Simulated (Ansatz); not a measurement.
`C[O][InH2]` + CH₃SH → `C[S][InH2]` + CH₃OH at 600 K and 1 bar (ligand exchange at the In–O bond).

Program: Ansatz. Geometries: PBE0-D4/def2-TZVP. ΔE: electronic, gas phase. CCSD(T)/CBS is the MP2 limit (def2-TZVPP, def2-QZVPP) plus CCSD(T) − MP2 in def2-TZVPP, frozen cores. This one scheme is used for every species. Elements past krypton have def2 core potentials. For In outer-core shells are correlated without core-valence functions, which leaves a few kJ/mol of doubt a bond.

| species | CCSD(T)/CBS energy (Eh) | H − E (kJ/mol) | S (J/(mol·K)) |
| --- | --- | --- | --- |
| `C[O][InH2]` | -306.01914 | 186.3 | 386.5 |
| CH₃SH | -438.22835 | 152.3 | 296.8 |
| `C[S][InH2]` | -628.65181 | 183.5 | 409.5 |
| CH₃OH | -115.61712 | 163.6 | 277.3 |

H − E and S are ideal-gas, rigid-rotor, harmonic terms from PBE0-D4/def2-TZVP. 1 Eh = 2625.50 kJ/mol, R = 8.31446 J/(mol·K).

Q: By hand: ΔE, ΔH, ΔS and ΔG.

A: ΔE = (-628.65181) + (-115.61712) − (-306.01914) − (-438.22835) = -0.02144 Eh = -56.3 kJ/mol. Δ(H − E) = 183.5 + 163.6 − 186.3 − 152.3 = 8.5, so ΔH = -47.8 kJ/mol. ΔS = 409.5 + 277.3 − 386.5 − 296.8 = 3.5 J/(mol·K). ΔG = -47.8 − 600 × (3.5)/1000 = -49.9 kJ/mol.

Q: By hand: the equilibrium constant, and the temperature at which ΔG would vanish if ΔH and ΔS stayed fixed.

A: log₁₀ K = −ΔG/(RT ln 10) = 4.3. ΔH and −TΔS have one sign here, so there is no such temperature. One of them is within its doubt of zero, so this could turn.

The number of gas molecules stays the same, so ΔS is small and ΔH decides. A doubt of 5 kJ/mol in ΔE shifts log₁₀ K by 0.4 here. Modes under 60 cm⁻¹, often nearly free rotors, make the harmonic entropy too high. These are equilibria of isolated gas molecules and say nothing of rates. Largest T1 diagnostic: 0.017 (customary marks: 0.02 for closed shells, 0.045 for open ones).
